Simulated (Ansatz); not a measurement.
Geometry optimisation, RKS PBE/def2-SVP in Ansatz 0.2.0.

Input:

```yaml
crystal:
  periodic: [false, false, false]
  atoms:
    - { symbol: C, position_ang: [-1.1643, -0.6148, 0.8725] }
    - { symbol: B, position_ang: [0.3079, -0.5895, 0.4126] }
    - { symbol: O, position_ang: [1.2762, -1.2362, 1.2445] }
    - { symbol: Si, position_ang: [0.9351, 0.2507, -1.2606] }
    - { symbol: Se, position_ang: [0.3913, 2.4631, -1.2118] }
    - { symbol: H, position_ang: [-1.3057, -0.023, 1.829] }
    - { symbol: H, position_ang: [-1.5463, -1.6104, 0.981] }
    - { symbol: H, position_ang: [-1.7959, -0.036, 0.0941] }
    - { symbol: H, position_ang: [-0.12369, 0.48401, 0.23879] }
    - { symbol: H, position_ang: [0.1405, -0.3846, -2.3505] }
    - { symbol: H, position_ang: [2.2979, 0.0534, -1.4183] }
    - { symbol: H, position_ang: [-1.0936, 2.178, -1.0651] }
basis:
  gaussian: { orbitals: def2-SVP }
hamiltonian:
  xc: pbe
relax:
  f_tol: 0.02
  max_steps: 50
output:
  orbitals: {}
```

Launched with:

```bash
$ ansatz run input.yaml --threads 2 --pin off --max-ram 3072MiB --backend cpu --events-out ev --progress --plain --runs-dir out
```

Where does it end, and by what steps?

The forces met the threshold. The force dipped under the threshold on the way, but the program's further checks kept it going. After 48 steps the energy has fallen by 4.536 eV; H12 moved furthest, 3.53 Å. Parted: B2–Si4 (1.97 → 4.27 Å), B2–H9 (1.17 → 4.06 Å). Joined: Si4–H9 (1.85 → 1.50 Å).

```json
{"step": "0", "energy less start (eV)": "0.0000", "largest force component (eV/Å)": "5.611", "accepted": "yes"}
{"step": "2", "energy less start (eV)": "-2.7897", "largest force component (eV/Å)": "3.186", "accepted": "yes"}
{"step": "4", "energy less start (eV)": "-3.8069", "largest force component (eV/Å)": "1.245", "accepted": "yes"}
{"step": "6", "energy less start (eV)": "-4.1945", "largest force component (eV/Å)": "0.964", "accepted": "yes"}
{"step": "8", "energy less start (eV)": "-4.3897", "largest force component (eV/Å)": "0.253", "accepted": "yes"}
{"step": "10", "energy less start (eV)": "-4.4257", "largest force component (eV/Å)": "0.363", "accepted": "yes"}
{"step": "12", "energy less start (eV)": "-4.4389", "largest force component (eV/Å)": "0.043", "accepted": "yes"}
{"step": "14", "energy less start (eV)": "-4.4512", "largest force component (eV/Å)": "0.124", "accepted": "yes"}
{"step": "16", "energy less start (eV)": "-4.4613", "largest force component (eV/Å)": "0.215", "accepted": "yes"}
{"step": "18", "energy less start (eV)": "-4.4640", "largest force component (eV/Å)": "0.581", "accepted": "yes"}
{"step": "20", "energy less start (eV)": "-4.4787", "largest force component (eV/Å)": "0.012", "accepted": "yes"}
{"step": "22", "energy less start (eV)": "-4.4868", "largest force component (eV/Å)": "0.320", "accepted": "yes"}
{"step": "24", "energy less start (eV)": "-4.4935", "largest force component (eV/Å)": "0.611", "accepted": "yes"}
{"step": "26", "energy less start (eV)": "-4.5043", "largest force component (eV/Å)": "0.166", "accepted": "yes"}
{"step": "28", "energy less start (eV)": "-4.5126", "largest force component (eV/Å)": "0.168", "accepted": "yes"}
{"step": "30", "energy less start (eV)": "-4.5175", "largest force component (eV/Å)": "0.110", "accepted": "yes"}
{"step": "32", "energy less start (eV)": "-4.5228", "largest force component (eV/Å)": "0.216", "accepted": "yes"}
{"step": "34", "energy less start (eV)": "-4.5274", "largest force component (eV/Å)": "0.063", "accepted": "yes"}
{"step": "36", "energy less start (eV)": "-4.5302", "largest force component (eV/Å)": "0.214", "accepted": "yes"}
{"step": "38", "energy less start (eV)": "-4.5328", "largest force component (eV/Å)": "0.007", "accepted": "yes"}
{"step": "40", "energy less start (eV)": "-4.5332", "largest force component (eV/Å)": "0.144", "accepted": "no"}
{"step": "42", "energy less start (eV)": "-4.5355", "largest force component (eV/Å)": "0.055", "accepted": "yes"}
{"step": "44", "energy less start (eV)": "-4.5362", "largest force component (eV/Å)": "0.037", "accepted": "yes"}
{"step": "46", "energy less start (eV)": "-4.5364", "largest force component (eV/Å)": "0.038", "accepted": "yes"}
{"step": "48", "energy less start (eV)": "-4.5365", "largest force component (eV/Å)": "0.020", "accepted": "yes"}
```

```xyz
12
Properties=species:S:1:pos:R:3
C -1.588 -2.090 2.129
B -0.919 -1.139 1.125
O -0.389 -0.385 0.327
Si 0.990 1.497 -1.645
Se 2.187 2.854 -3.091
H -1.494 -1.694 3.160
H -1.112 -3.090 2.093
H -2.665 -2.206 1.896
H 0.260 2.329 -0.631
H 0.021 0.644 -2.411
H 2.057 0.665 -1.002
H 0.971 3.549 -3.585
```

Time of the run: 97 s on 2 threads of Intel(R) Xeon(R) Platinum 8375C CPU @ 2.90GHz (Ice Lake) (shared host), peak memory 0.2 GiB.
